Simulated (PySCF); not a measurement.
**C5H10ClNSi2: full NMR table**

```yaml
Formula: C5H10ClNSi2
SMILES: C=C(C#N)[SiH2][Si](C)(C)Cl
Point_group_of_the_computed_structure: C1
Degrees_of_unsaturation: 3
Carbon_signals: 4
Proton_signals: 4
```

Structure with atom numbers: `[CH2:1]=[C:2]([C:3]#[N:4])[SiH2:5][Si:6]([CH3:7])([CH3:8])[Cl:9]` (H(Xn): hydrogen on atom n). Ha(C1) is cis to C3; Hb(C1) is trans to C3.

- geometry from GFN2-xTB
- shieldings: GIAO PBE0/pcSseg-1
- code: PySCF 2.14.0 with density-fitted response routines
- non-relativistic Hamiltonian, no solvent, one averaged value for each set of equivalent atoms, one computed conformer

Scale: TMS for 1H (31.72 ppm), 13C (186.93 ppm), 29Si (349.16 ppm); NH3 for 15N (267.73 ppm) (reference shieldings calculated alike).

| carbon | δC, type | δH (multiplicity) | HMBC from (2–3 bonds) | span of the C tensor (ppm) |
| --- | --- | --- | --- | --- |
| C1 | 156.5, CH2 | Hb(C1) 6.59 (br s); Ha(C1) 6.86 (br s) | H(Si5) | 260 |
| C2 | 124.4, C | – | Ha(C1), Hb(C1), H(Si5) | 227 |
| C3 | 124.5, C | – | Ha(C1), Hb(C1), H(Si5) | 354 |
| C7/C8 | 6.4, CH3 | 0.64 (s) | H(Si5), H(C7)/H(C8) | 22 |

Other nuclei:
```csv
atoms,nucleus,environment,δ (ppm),σ (ppm)
H(Si5),1H,"hydrogen on a silicon bonded to C, Si",4.36,27.35
Si6,29Si,"silicon bonded to 2 C, Cl, Si",20.0,329.2
Si5,29Si,"silicon bonded to C, Si, 2 H",-60.1,409.3
N4,15N,nitrile nitrogen,324.3,-56.6
```

1. Carbon types of the structure: 2 × C, 1 × CH2, 2 × CH3, leaving 2 H on heteroatoms.
2. δC 156.5: terminal =CH2 carbon; the olefinic region.
3. δC 124.5: nitrile carbon; this is the usual window of a C≡N carbon, which has no attached hydrogen.
4. δC 124.4: fully substituted alkene carbon; an sp2 carbon of a C=C bond.
5. δC 6.4: methyl carbon bonded to Si; an electropositive neighbour leaves it electron-rich and shielded.
6. δH 6.86, 6.59: hydrogen on a terminal =CH2 carbon; olefinic region.

Shifts are as computed. Against solution values, carbons near 30 ppm lie about +3 ppm off and those near 130 ppm about +5 ppm. Of 1309 compounds with measured shifts, 239 miss one by over three times the rms of a fit or turn the order of signals round; such compounds aren't used in these exercises. Experimental scales use liquid or dissolved standards, which lie at an offset from isolated NH3 (liquid NH3: subtract about 20 ppm). Unscaled 15N shifts of sp2 nitrogen come out 20 to 40 ppm too high even then. No couplings were computed; multiplicities are counted from neighbouring protons, with m where these are inequivalent, close in shift, in a saturated or five-membered ring or joined by F or P, and br s for small geminal =CH2 splittings.
